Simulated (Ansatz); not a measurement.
B₈Sb₈⁺, relaxed as a doublet with UKS PBE-D4/def2-SVP in Ansatz, starting from the GFN1-xTB geometry. Force threshold 0.03 eV/Å.

In the def2 sets Sb takes a core potential; there is no spin–orbit coupling. The structure comes from a short search, and lower isomers may exist.

Start:

```tsv
atom	x (Å)	y (Å)	z (Å)
B1	0.637	1.118	1.781
B2	-0.562	-2.084	-1.288
B3	-0.946	1.687	-0.570
B4	1.828	0.728	-0.316
B5	-1.787	-1.124	-1.274
B6	-0.009	-1.177	-0.002
B7	-0.395	0.289	0.557
B8	0.587	1.681	0.071
Sb9	-1.233	0.709	-2.587
Sb10	-0.676	3.067	1.418
Sb11	1.283	-0.482	-2.147
Sb12	1.355	-2.414	1.281
Sb13	1.369	-3.163	-1.421
Sb14	-2.713	0.436	0.133
Sb15	-1.360	0.679	2.697
Sb16	2.624	0.051	1.669
```

Q: Estimate the energy that the relaxation releases and the steps that it takes.

A: 62.9 kcal/mol, in 16 steps; 1.8 min on 2 threads of AMD EPYC 7R13 on a shared host and a share (18 GiB) of an NVIDIA H100 80GB HBM3. No frequencies were taken in this run, so the end may be a saddle point.

Q: Does the start keep its bonding?

A: Bonds lost: B3–Sb10, Sb9–Sb14 (atoms count from 1). Bonds formed: B1–B4, B2–Sb9, B3–B5, B4–B6, B4–B7, B5–B6, B5–B7 (atoms count from 1).

Q: Predict the relaxed structure.

A: 
```xyz
16

B     0.749    1.204    1.474
B    -0.433   -1.682   -1.600
B    -1.265    1.190   -0.798
B     1.262    0.445   -0.017
B    -1.382   -0.629   -0.619
B     0.212   -1.129   -0.027
B    -0.471    0.301    0.516
B     0.149    1.806   -0.098
Sb   -1.057    0.137   -2.904
Sb   -0.177    3.267    1.751
Sb    1.744   -0.260   -2.109
Sb    1.239   -2.614    1.327
Sb    1.259   -3.164   -1.596
Sb   -3.178    0.482    0.331
Sb   -1.368    0.739    2.694
Sb    2.718   -0.093    1.675
```
Bond lengths: 15 × B–B 1.68 to 1.89 Å; 15 × B–Sb 2.25 to 2.65 Å; 6 × Sb–Sb 2.94 to 2.99 Å.
